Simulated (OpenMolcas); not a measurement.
Pd3+ among 4 point charges of -1.5 e arranged as a square (D4h), 1.86 Å from the ion.

```json
{"Program": "OpenMolcas", "Method": "CASSCF", "Basis": "ANO-RCC-VTZP [7s6p4d2f1g]", "Scalar Hamiltonian": "DKH2, point nucleus", "Active space": "7 electrons in 5 orbitals (4d)", "State averaging": "2S+1 = 4 even, 10 roots; 2S+1 = 2 even, 40 roots", "Spin-orbit coupling": "state interaction with AMFI integrals over the reference wave functions"}
```

(1) What is the spin-free ground state (labels of D4, the rotations of D4h)?

(2) Where is the first state of the same spin?

(3) What are the lowest two levels with spin-orbit coupling?

(4) What is χT at 300 K, and how does it compare with the textbook value?

Results:

(1) 4A2, 1-fold in its orbital part, 91 % from free-ion F terms; it has the highest spin that d7 allows.

(2) 4E at 436 cm-1 above the ground state. The two act as a nearly degenerate pair, with unquenched orbital momentum.

(3) A 2-fold level E1/2 with g = 1.57, 6.36, 6.36, then a 2-fold level E3/2 394.0 cm-1 above it. Their leading multiplicities are 4 (98 %) and 4 (98 %).

(4) The lowest level has 2S+1 = 4, for which the spin-only value is χT = S(S+1) / 2 = 1.875 cm3 K/mol (g = 2). The computed 4.261 at 300 K differs by +2.386, through orbital momentum, spin-orbit coupling and any other state in reach.

Spin-orbit coupling mixes the spin-free states strongly: the lowest level takes only 58 % from its leading state, 4A2. Without dynamic correlation the repulsion within the d shell is too large (B by tens of per cent), so at a given field states of lower spin stand too high. This shell can be high or low spin here, a state of another spin lies low, and with metal d orbitals alone active their balance is uncertain, so the ground spin may be wrong. Point charges give a weaker field than real ligands, and real ions of this kind are as a rule low spin; the high spin found here belongs to the model. This is an electrostatic model: the charges have no orbitals. No measured value stands beside these numbers.
